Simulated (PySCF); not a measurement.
## Indium: highly charged ions in a basis for the neutral atom

In¹³⁺ [Kr], In¹⁴⁺ [Ar] 3d10 4s2 4p5. Computed with PySCF 2.14 in cc-pVDZ-PP with ECP28MDF (4s3p2d, 23 functions), with scalar relativity through the core potential. No spin-orbit coupling, so a gap to NIST mixes the basis error with missing relativistic terms.

Changed run: basis of the neutral atom used for a highly charged ion. This setting is unsound on purpose.

```tsv
species	method	sound run (hartree)	changed run (hartree)	converged
In¹³⁺	UHF	not run	-132.53065	yes
In¹³⁺	TPSS	not run	-132.89056	yes
In¹³⁺	M06-2X	not run	-132.77144	yes
In¹⁴⁺	UHF	not run	-119.75036	yes
In¹⁴⁺	TPSS	not run	-120.07934	yes
In¹⁴⁺	M06-2X	not run	-119.96017	yes
```

Ionisation energy of In¹³⁺:

```
method  changed run (eV)  NIST (eV)
   UHF            347.77    341 ± 3
  TPSS            348.61    341 ± 3
M06-2X            348.61    341 ± 3
```

The contracted functions were made for the neutral atom and can be too rigid for a highly charged ion.
